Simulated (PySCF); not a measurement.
Polarisability and C₆ of Cl⁺ (chlorine, charge +1)

[Ne] 3s2 3p4, high-spin 3P determinant. Computed with PySCF 2.14 in ANO-RCC-VTZP, with the spin-free X2C one-electron Hamiltonian (Gaussian nucleus). Coupled (time-dependent) response in atomic units; α is the mean over directions. The basis has no added diffuse functions, which lowers α and C₆.

| method | mean α (bohr³) | α xx, yy, zz | C₆ (like pair) | S(−4) |
| --- | --- | --- | --- | --- |
| UHF | 8.101 | 8.031, 8.239, 8.031 | 38.52 | 14.14 |
| PBE | 8.290 | 8.156, 8.559, 8.156 | 39.81 | 14.84 |
| PBE0 | 8.196 | 8.084, 8.419, 8.084 | 39.14 | 14.46 |
| r2SCANh | 8.176 | 8.082, 8.363, 8.082 | 39.84 | 13.89 |
| revPBE | 8.302 | 8.173, 8.560, 8.173 | 39.89 | 14.90 |

S(−4) is the Cauchy moment in α(ω) = α(0) + S(−4) ω² + …

α(iu) at PBE:

```tsv
u (hartree)	α(iu) (bohr³)
0	8.290
0.0500	8.253
0.100	8.145
0.200	7.741
0.300	7.159
0.500	5.795
0.750	4.253
1.00	3.114
1.50	1.782
2.00	1.125
3.00	0.5579
5.00	0.2219
```

For an ion, C₆ is the dispersion term alone; charge-induced terms of lower order in 1/R come first.

The components differ because the open shell of this determinant is not spherical; for a pure term their mean is the scalar polarisability.
